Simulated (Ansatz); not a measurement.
C2H6GaO2, SMILES `C[O][Ga][O]C` radical. Total charge 0; spin multiplicity 2. The structure was optimised at the PBE0-D4/def2-TZVP level. It is one conformer, not always the lowest.

```xyz
11

C    -1.174    1.960    0.463
O    -1.764    0.757    0.909
Ga   -0.988   -0.832    0.631
O     0.581   -0.733   -0.255
C     1.419   -1.799   -0.615
H    -1.000    2.621    1.319
H    -0.219    1.808   -0.051
H    -1.857    2.468   -0.227
H     2.274   -1.389   -1.162
H     0.920   -2.523   -1.270
H     1.808   -2.338    0.257
```

Task: What is the dipole moment at PBE/def2-TZVPP? (Best estimate.)

Result: Ansatz gave: 1.45 D, with components (0.93, -1.04, -0.42) D in this frame, pointing from negative to positive charge.

Task: And with r2SCAN, B3LYP, ωB97M-V? (An estimate is asked.)

Result: Ansatz gave: r2SCAN 1.48 D, B3LYP 1.57 D, ωB97M-V 1.57 D.

Task: Give the Mulliken charges with PBE, ωB97M-V, B3LYP in def2-TZVPP. (Best estimate.)

Result: Ansatz gave: 
```json
{"atom": "C1", "PBE": "-0.13", "ωB97M-V": "-0.16", "B3LYP": "-0.11"}
{"atom": "O2", "PBE": "-0.32", "ωB97M-V": "-0.40", "B3LYP": "-0.40"}
{"atom": "Ga3", "PBE": "0.33", "ωB97M-V": "0.47", "B3LYP": "0.43"}
{"atom": "O4", "PBE": "-0.30", "ωB97M-V": "-0.39", "B3LYP": "-0.38"}
{"atom": "C5", "PBE": "-0.13", "ωB97M-V": "-0.17", "B3LYP": "-0.11"}
{"atom": "H6", "PBE": "0.09", "ωB97M-V": "0.11", "B3LYP": "0.09"}
{"atom": "H7", "PBE": "0.09", "ωB97M-V": "0.11", "B3LYP": "0.09"}
{"atom": "H8", "PBE": "0.09", "ωB97M-V": "0.11", "B3LYP": "0.09"}
{"atom": "H9", "PBE": "0.10", "ωB97M-V": "0.12", "B3LYP": "0.10"}
{"atom": "H10", "PBE": "0.09", "ωB97M-V": "0.11", "B3LYP": "0.09"}
{"atom": "H11", "PBE": "0.09", "ωB97M-V": "0.11", "B3LYP": "0.09"}
```

B3LYP here is the variant with VWN-RPA as its local correlation; programs differ in this.
